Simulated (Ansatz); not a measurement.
Coupled-cluster diagnostics for the cluster PbI₂ (the lowest singlet isomer of a short search), Ansatz.

Geometry of the singlet (PBE0-D4/def2-SVP):

| atom | x (Å) | y (Å) | z (Å) |
| --- | --- | --- | --- |
| Pb1 | -0.670 | 0.466 | 0.877 |
| I2 | 1.779 | 1.384 | -0.195 |
| I3 | -1.109 | -1.850 | -0.682 |

In the def2 sets I, Pb take a core potential; there is no spin–orbit coupling. Correlated methods freeze 12 core orbitals; core or outer-core shells of Pb, I are correlated, in sets that lack core-valence functions. The structure comes from a short search, and lower isomers may exist.

Estimate the CCSD(T) correlation energy, the shares of MP2 and (T), T1 and the reference's ⟨S²⟩ for: charge 0, singlet, own geometry in def2-TZVPP; and the rough time on 4 threads of Arm Neoverse V1 on a shared host.


```csv
state,basis,correlation (eV),MP2 share (%),(T) share (%),T1,⟨S²⟩ (pure),wall time
"charge 0, singlet, own geometry",def2-TZVPP,-35.856,104.6,2.3,0.012,0.00 (0.00),21 s
```
Customary marks for T1 are 0.02 (closed shells), 0.045 (open shells) and about 0.05 (3d metals). T1 stays under 0.02 throughout.
